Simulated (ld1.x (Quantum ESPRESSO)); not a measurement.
## What one change does to a pseudopotential (boron (B), TM)

| Item | Value |
| --- | --- |
| Element | boron (B) |
| Generator | ld1.x (Quantum ESPRESSO) 7.5 |
| Type | norm-conserving Troullier–Martins (Kleinman–Bylander form) |
| Functional | PBEsol |
| Relativity | non-relativistic |
| Frozen core | [He] |
| Valence charge | 3 |
| Reference configuration | 2s2 2p1 |
| Partial waves | 2p (bound): rc 1.95 bohr; 3d channel at 0.3 Ry: rc 1.90 bohr; 2s (bound): rc 1.30 bohr |
| Local potential | the s channel |
| Core correction | none |

Change: wave 2p (bound): rc 1.95 bohr becomes 2p (bound): rc 2.56 bohr.

Cutoffs: the cutoffs (Ry, on a coarse ladder) from which the occupation-weighted sum of valence levels, in a spherical-Bessel basis at the reference potential, stays within 10 and 1 mRy of its value at 400 Ry; they do not see the model core or the augmentation charge, which bear on the density cutoff. Errors are all-electron minus pseudo energies relative to the spin-unpolarised reference configuration.

Problem. Predict the effect on cutoff, ghosts and configuration errors.

Solution. The potential gets softer (25 Ry and 55 Ry → 21 Ry and 55 Ry); of the 7 tests that both files solve, the error grows in 6 and shrinks in 0 by more than 15 % and 0.3 meV (median size 4.8 → 19.0 meV); neither file shows a bound ghost. A larger radius leaves more room for a smooth pseudo-wave, so fewer plane waves are needed. More of the atom is replaced by a form fitted at one configuration, so other configurations suffer.

```csv
quantity,base,changed
"cutoff, loose",25 Ry,21 Ry
"cutoff, tight",55 Ry,55 Ry
loose cutoff by channel (10 mRy a level),"p 21 Ry, s 18 Ry","p 15 Ry, s 18 Ry"
bound ghosts,none,none
"error for 2s2 2p0, meV [ΔE 8.14 eV]",+23,+44
"error for 2s1 2p0, meV [ΔE 33.40 eV]",+98,+165
"error for 2s2 2p0.5, meV [ΔE 2.86 eV]",+2.8,+5.9
"error for 2s1 2p1, meV [ΔE 14.26 eV]",-4.8,-19
"error for 2s1 2p2, meV [ΔE 5.81 eV]",+2.5,-4.1
"error for 2s2 2p1.3, meV [ΔE -0.72 eV]",+0.2,+0.4
"error for 2s0 2p3, meV [ΔE 11.64 eV]",+5.6,-20
```
